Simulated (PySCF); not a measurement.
Compound: C3H5BF2O.
SMILES: `O=CCCB(F)F`

Torsions of this conformer, `[O:1]=[CH:2][CH2:3][CH2:4][B:5]([F:6])[F:7]`: O1–C2–C3–C4 -8°, C2–C3–C4–B5 14°, C3–C4–B5–F6 -123°.

The closed-shell ground state was solved at several levels (PySCF, density fitting, gas phase, non-relativistic). The structure is a single GFN2-xTB conformer in the gas phase; no vibrational or solvent corrections.

```json
{"level": "PBE0/pcSseg-1", "basis functions": "144", "total energy (Eh)": "-416.7348", "HOMO (eV)": "-8.70", "LUMO (eV)": "-2.21", "gap (eV)": "6.49", "dipole (D)": "5.96"}
{"level": "wB97X-D/def2-SVPD", "basis functions": "189", "total energy (Eh)": "-416.7994", "HOMO (eV)": "-10.65", "LUMO (eV)": "-0.37", "gap (eV)": "10.28", "dipole (D)": "6.00"}
```

Question: What might B3LYP/pcJ-1 (239 basis functions) give for the same quantities?

Answer: Total energy -417.2312 Eh, HOMO -8.44 eV, LUMO -2.47 eV, gap 5.97 eV, dipole 5.95 D.

Question: Over all these levels, which gives the widest orbital gap and which the narrowest?

Answer: wB97X-D/def2-SVPD (range-separated hybrid) has the widest, 10.28 eV, and B3LYP/pcJ-1 (global hybrid, 20 % exact exchange) the narrowest, 5.97 eV. Functional and basis both differ between the two, so the spread mixes both effects.

Question: How far do the dipole and the HOMO energy spread over the levels?

Answer: The dipole runs from 5.95 to 6.00 D (mean 5.97 D) and the HOMO from -10.65 to -8.44 eV.

Note: wB97X-D ran without an empirical dispersion term, which enters the total energy and its gradient alone.
